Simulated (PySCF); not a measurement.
# Partial charges of `C=CS[Si@@H](S)NC`

Compound: C3H9NS2Si.
Cartesian coordinates in Å at the GFN2-xTB level; atoms count from 1:
```xyz
16
C3H9NS2Si angstrom
C      1.8883   -2.9519   -0.1589
C      1.2727   -1.7834   -0.1432
S      0.1244   -1.3034   -1.3850
Si    -0.2205    0.7405   -0.8139
S     -1.5922    1.5693   -2.2538
N     -0.7646    0.7491    0.8067
C     -1.1213    1.9679    1.5011
H      2.5801   -3.2252    0.6186
H      1.7207   -3.6667   -0.9454
H      1.4223   -1.0503    0.6324
H      1.0223    1.4969   -0.8715
H     -1.4322    0.6416   -3.1829
H     -1.2996   -0.0416    1.1393
H     -0.4302    2.7530    1.2053
H     -2.1364    2.2977    1.2625
H     -1.0414    1.8154    2.5772
```

Density: PBE0/pcSseg-1 (PySCF); schemes: Mulliken, IAO, Hirshfeld and ESP-fitted. The structure is a single GFN2-xTB conformer in the gas phase; no vibrational or solvent corrections.

**Question.** Do the Mulliken, IAO, Hirshfeld and ESP-fitted schemes agree on where the charge is lowest?

**Answer.** The schemes don't all agree: Mulliken N6 (-0.679); IAO N6 (-0.679); Hirshfeld N6 (-0.240); ESP-fitted C1 (-0.531).

**Question.** Do the Mulliken, IAO, Hirshfeld and ESP-fitted schemes agree on where the charge is highest?

**Answer.** The schemes don't all agree: Mulliken Si4 (+0.775); IAO Si4 (+0.880); Hirshfeld Si4 (+0.332); ESP-fitted H13 (+0.310).

**Question.** At which atom do the 4 schemes differ most?

**Answer.** At Si4: from +0.243 (ESP-fitted) to +0.880 e (IAO), 0.637 e apart.

**Question.** What partial charge does each atom carry?

**Answer.** In e:

```tsv
atom	environment	Mulliken	IAO	Hirshfeld	ESP-fitted
C1	terminal =CH2 carbon	-0.132	-0.331	-0.114	-0.531
C2	alkene CH carbon	-0.347	-0.243	-0.060	+0.036
S3	sulfur bonded to C and Si	-0.212	-0.121	-0.070	-0.230
Si4	SiH silicon	+0.775	+0.880	+0.332	+0.243
S5	sulfur bonded to Si and H	-0.402	-0.347	-0.156	-0.358
N6	silicon-bound nitrogen	-0.679	-0.679	-0.240	-0.445
C7	N-methyl carbon	-0.101	-0.301	-0.064	-0.177
H8	vinylic hydrogen	+0.126	+0.161	+0.052	+0.204
H9	vinylic hydrogen	+0.123	+0.156	+0.047	+0.249
H10	vinylic hydrogen	+0.158	+0.159	+0.046	+0.116
H11	Si–H hydrogen	-0.040	-0.144	-0.082	-0.005
H12	S–H hydrogen	+0.166	+0.115	+0.058	+0.250
H13	N–H hydrogen	+0.210	+0.266	+0.117	+0.310
H14	methyl hydrogen	+0.117	+0.146	+0.048	+0.148
H15	methyl hydrogen	+0.117	+0.132	+0.038	+0.120
H16	methyl hydrogen	+0.120	+0.149	+0.048	+0.070
```

Mean size of the charges over all atoms: IAO 0.271 e, Mulliken 0.239 e, ESP-fitted 0.218 e, Hirshfeld 0.098 e. Each set sums to the total charge, 0, to within 0.001 e. The Mulliken scheme counts on each atom the diagonal of the density matrix times the overlap matrix over that atom's basis functions.

**Question.** How closely do the schemes follow one another over all atoms?

**Answer.** Correlation coefficient and root-mean-square difference: IAO with Hirshfeld 0.99, 0.218 e; Mulliken with IAO 0.96, 0.091 e; Mulliken with Hirshfeld 0.96, 0.196 e; Hirshfeld with ESP-fitted 0.81, 0.173 e; IAO with ESP-fitted 0.80, 0.204 e; Mulliken with ESP-fitted 0.75, 0.209 e.

**Question.** How many electrons does the Mulliken scheme count on C2?

**Answer.** Z − q = 6 − (-0.347) = 6.347.

**Question.** Sum the charges by element, for elements with more than one atom.

**Answer.** 
```csv
element,atoms,Mulliken,IAO,Hirshfeld,ESP-fitted
C,3,-0.580,-0.874,-0.238,-0.672
S,2,-0.614,-0.468,-0.227,-0.589
H,9,+1.098,+1.141,+0.372,+1.463
```
